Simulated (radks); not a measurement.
Task: Species: In3+. Configuration: [Kr] 4d10. Method: scalar-relativistic Kohn-Sham, SCAN, spin-polarised, spherical densities, finite nucleus; meta-GGA in the generalised Kohn-Sham scheme; Fermi nuclear charge, rms radius 4.6156 fm; computed with a radial shooting solver on a logarithmic mesh with Libxc functionals. Some entries of the table are withheld. Estimate them.

orbital,occ.,eigenvalue (eV),<r^2> (bohr^2),<1/r> (bohr^-1)
1s,2,-27835.42,0.001195,51.85
2s,2,-4208.932,0.01945,11.83
2p,6,-3777.149,0.01537,11.38
3s,2,-829.2121,(1),4.195
3p,6,-686.5342,0.1394,3.988
3d,10,-465.9709,0.1250,3.753
4s,2,(2),0.8176,1.622
4p,6,-110.0477,0.9703,1.471
4d,10,-48.2870,1.552,1.160

Result: 
(1) 3s <r^2> (bohr^2): 0.1383
(2) 4s eigenvalue (eV): -152.6918
